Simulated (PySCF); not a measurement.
C₃H₅O, multiplicity 2. Atoms are numbered in the order given.

```xyz
9

C      1.1878     0.8745     0.0000
C      0.1137     0.0985     0.0000
C      0.1526    -1.4012     0.0000
O     -1.1817     0.5583     0.0000
H      1.4609     1.9272     0.0000
H      1.1856    -1.7713     0.0000
H     -0.3728    -1.7893    -0.8882
H     -0.3728    -1.7893     0.8882
H     -1.1728     1.5257     0.0000
```
Charge 0, spin multiplicity 2.

The structure is a stationary point at B3LYP-D3(BJ)/def2-SVP. The isomer is the one that the SMILES or the coordinates give; other isomers of the formula were not compared. One conformer was computed; it need not be the lowest.

The numbers are results of TDA-B3LYP/def2-SVPD run with PySCF, not measurements.

Vertical excitations. Isolated molecule, no solvent.

List the lowest excited states. (An estimate is asked for; the answer gives what the named calculation found.)


| state | energy (eV) | λ (nm) | f | main pairs |
|---|---|---|---|---|
| root 1 | 1.87 | 662 | 0.001 | β HOMO→LUMO 99 % |
| root 2 | 4.51 | 275 | 0.001 | α HOMO→LUMO+1 45 %, β HOMO→LUMO+2 50 % |
| root 3 | 5.51 | 225 | 0.000 | α HOMO−1→LUMO+1 27 %, β HOMO→LUMO+1 66 % |
| root 4 | 5.61 | 221 | 0.004 | α HOMO−1→LUMO+1 70 %, β HOMO→LUMO+1 26 % |
| root 5 | 5.87 | 211 | 0.003 | α HOMO→LUMO 94 % |
| root 6 | 6.09 | 204 | 0.032 | α HOMO−1→LUMO 93 % |
| root 7 | 6.25 | 198 | 0.013 | β HOMO−2→LUMO 91 % |
| root 8 | 6.33 | 196 | 0.001 | β HOMO−1→LUMO 96 % |
| root 9 | 6.75 | 184 | 0.000 | β HOMO→LUMO+3 92 % |
| root 10 | 6.95 | 178 | 0.001 | α HOMO→LUMO+2 16 %, α HOMO→LUMO+3 12 %, β HOMO→LUMO+4 66 % |
Unrestricted roots are not spin-pure.
